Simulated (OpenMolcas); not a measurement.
**CH3AlF2O (SMILES C[O][Al]([F])[F]): the dipole moment, rung by rung**

The species is CH3AlF2O (8 atoms), meant as a singlet with charge 0. SMILES: `C[O][Al]([F])[F]`. Geometry: relaxed at PBE0-D4/def2-TZVP.

Each level gives the dipole moment (D). The values are calculated.

| level | kind | program | value (D) |
| --- | --- | --- | --- |
| SVWN5/6-31G* (spherical functions) | LDA | OpenMolcas | 2.09 |
| PBE/6-31G* (spherical functions) | GGA | OpenMolcas | 1.99 |
| revPBE/6-31G* (spherical functions) | GGA | OpenMolcas | 1.97 |
| TPSS/6-31G* (spherical functions) | meta-GGA | OpenMolcas | 2.03 |
| BHLYP/6-31G* (spherical functions) | global hybrid | OpenMolcas | 2.16 |
| M06-2X/6-31G* (spherical functions) | hybrid meta-GGA | OpenMolcas | 2.14 |
| PBE0/6-31G* (spherical functions) | global hybrid | OpenMolcas | 2.09 |
| B3LYP/6-31G* (Cartesian functions) | global hybrid | OpenMolcas | 2.07 |

The values span 1.97 to 2.16 D. Magnitudes only.
